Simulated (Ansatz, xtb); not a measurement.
Ligand exchange: C2H2ClF + HI → C2H2FI + HCl

Gas-phase species: C2H2ClF (1-chloro-2-fluoroethylene) `F/C=C/Cl`, singlet; HI (hydrogen iodide), singlet; C2H2FI `F/C=C/I`, singlet; HCl (hydrogen chloride), singlet. The partners trade Cl for I: C–Cl and H–I bonds give way to C–I and H–Cl.

Shapes, held fixed at every level: PBE0-D4/def2-TZVP. Programs: Ansatz 0.2.0, xtb 6.7.1. The zero-point and thermal change to 298 K, harmonic and unscaled (PBE0-D4/def2-TZVP), is +2.0 kJ/mol.

```tsv
level	kind	ΔH(298 K) (kJ/mol)	less CCSD(T)/def2-TZVPP
GFN0-xTB	semi-empirical	+17.3	+35.8
HF/def2-SVP	Hartree–Fock	-3.8	+14.7
HF/def2-TZVPP	Hartree–Fock	-8.5	+10.0
PBE-D4/def2-TZVPP	GGA	-12.6	+5.9
BHLYP-D4/def2-TZVPP	global hybrid	-13.4	+5.1
PBE0-D4/def2-TZVPP	global hybrid	-12.3	+6.2
MP2/def2-TZVPP	perturbation theory	-23.4	-4.9
CCSD/def2-SVP	coupled cluster or CI	-5.1	+13.4
CCSD(T)/def2-TZVPP	coupled cluster or CI	-18.5	0.0
```

The highest level, CCSD(T)/def2-TZVPP, gives ΔH(298 K) = -18.5 kJ/mol; the levels span -23.4 to +17.3. They disagree on the sign: 1 of 9 are positive. The column of differences is taken from that level and isn't an error. No measured value is set beside it here. For atoms past krypton def2 sets carry core potentials with scalar relativity. Outer-core shells of I are correlated, in sets that cover them unevenly.
